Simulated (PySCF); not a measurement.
The third ionisation energy along group 4

Calculated with PySCF 2.14 from differences of total energies of unrestricted determinants, without spin-orbit coupling. Values in eV. The last column holds reference values (NIST; (s) semi-empirical, (t) theoretical, else measured). Unmarked ones compare directly (S terms, centres of terms, or small fine structure); those marked * lie between the lowest fine-structure levels and include a spin-orbit shift.

```
                               element                 configurations     UHF     PBE    PBE0  MP2 (valence)  SCS-MP2 (valence)  CCSDT (valence)           reference
    Ti (aug-cc-pVDZ, non-relativistic)            [Ar] 3d2 → [Ar] 3d1  27.106  28.566  28.440         27.181             27.131           27.206            27.492 *
Zr (aug-cc-pVDZ-PP with ECP28MDF, ECP)            [Kr] 4d2 → [Kr] 4d1  22.369  23.372  23.319         22.428             22.389           22.450        23.170 (s) *
Hf (aug-cc-pVDZ-PP with ECP60MDF, ECP)  [Xe] 4f14 5d2 → [Xe] 4f14 5d1  21.518  22.585  22.506         21.577             21.538           21.599  22.55 ± 0.04 (t) *
```

"Valence" correlates the outer s and p shells and, in groups 3 to 12 and the f block, the outer d or f shell, open or full, or the next shell where the ion has no valence electron left; the wider scheme adds the next inner shell.
